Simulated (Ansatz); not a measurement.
Start from `NC(O)[SiH2]F` and change one atom or group to get `CC(N)O`.

Ansatz, PBE0-D4/def2-TZVP geometries, multiplicity 1. Each molecule was computed in one conformer, which needn't be the lowest.

| property | `NC(O)[SiH2]F` |
| --- | --- |
| zero-point energy (PBE0-D4/def2-TZVP) / kJ/mol | 208.6 |
| HOMO energy (B3LYP/def2-TZVPP) / eV | -6.93 |
| ideal-gas entropy at 298 K and 1 bar (rigid rotor, harmonic PBE0-D4/def2-TZVP) / J/(mol·K) | 340 |
| size of the dipole moment (B3LYP/def2-TZVPP) / D | 2.33 |
| HOMO–LUMO gap (PBE/def2-TZVPP) / eV | 4.94 |
| HOMO energy (ωB97M-V/def2-TZVPP) / eV | -9.45 |

**Question.** What does the change do to each property? (Estimate.)

**Answer.** The calculation gave: 
| property | `CC(N)O` | shift |
| --- | --- | --- |
| zero-point energy (PBE0-D4/def2-TZVP) / kJ/mol | 256.5 | 47.9 |
| HOMO energy (B3LYP/def2-TZVPP) / eV | -6.97 | -0.04 |
| ideal-gas entropy at 298 K and 1 bar (rigid rotor, harmonic PBE0-D4/def2-TZVP) / J/(mol·K) | 294 | -46 |
| size of the dipole moment (B3LYP/def2-TZVPP) / D | 1.51 | -0.82 |
| HOMO–LUMO gap (PBE/def2-TZVPP) / eV | 5.61 | 0.67 |
| HOMO energy (ωB97M-V/def2-TZVPP) / eV | -9.66 | -0.21 |

With PBE0 the HOMO falls by 0.08 eV and the LUMO rises by 0.72 eV, so the gap widens by about 0.80 eV. PBE moves the HOMO by 0.09 eV and ωB97M-V by -0.21 eV. Dipoles are sizes alone; their direction can turn.

Positive LUMOs are unbound, so they and the gaps depend on the basis.

B3LYP here is the variant with VWN-RPA as its local correlation; programs differ in this.
